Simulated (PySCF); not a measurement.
**Unknown compound**

An unknown has the formula C4H8O3Si. Its calculated NMR data are:

¹H NMR (500 MHz, computed): δ 7.91 (s, 1H), 5.75 (m, 1H), 4.78 (m, 2H), 4.59 (m, 2H), 4.03 (d, 2H).

¹³C{¹H} NMR (computed): δ 172.1 (CH), 77.5 (CH2), 57.2 (CH2).

PySCF calculation with PBE0/pcSseg-1 with gauge-including orbitals and geometry from GFN2-xTB; one averaged value for each set of equivalent atoms, non-relativistic Hamiltonian, one conformer, no solvent.

References, each an isolated molecule treated in the same way: ¹H (σref 31.72), ¹³C (σref 186.93) against TMS.

Task: Which of these isomers gave the spectra?
A. C=CO[SiH2]CC(=O)O
B. O=COC[SiH]1COC1
C. C[Si@H]1OCCC(=O)O1

Result: B. 

- Rings plus π bonds: 2 (1 ring in the answer).
- 3 carbon signals for 4 carbons: some carbons are equivalent by symmetry or fast rotation.
- Carbon types of the structure: 1 × CH, 3 × CH2, leaving 1 H on heteroatoms.
- δC 172.1: ester carbonyl carbon; it is a carbonyl in resonance with an O or N lone pair, the region of acids, esters and amides.
- δC 77.5, 57.2: sp3 CH2 bonded to O and Si; deshielded by the electronegative neighbour.
- δH 7.91: hydrogen on an ester carbonyl carbon.
- δH 5.75: hydrogen on a silicon bonded to 3 C, in a 4-membered ring.
- δH 4.78, 4.59, 4.03: hydrogen on an sp3 CH2 bonded to O and Si; its carbon carries O, an electronegative neighbour.

The others: C=CO[SiH2]CC(=O)O would give 4 carbon signals, not 3; C[Si@H]1OCCC(=O)O1 would give 4 carbon signals, not 3.

Shifts are as computed. Against solution values, carbons near 30 ppm lie about +3 ppm off and those near 130 ppm about +5 ppm. Of 1309 compounds with measured shifts, 239 miss one by over three times the rms of a fit or turn the order of signals round; such compounds aren't used in these exercises. No couplings were computed; multiplicities are counted from neighbouring protons, with m where these are inequivalent, close in shift, in a saturated or five-membered ring or joined by F or P, and br s for small geminal =CH2 splittings.
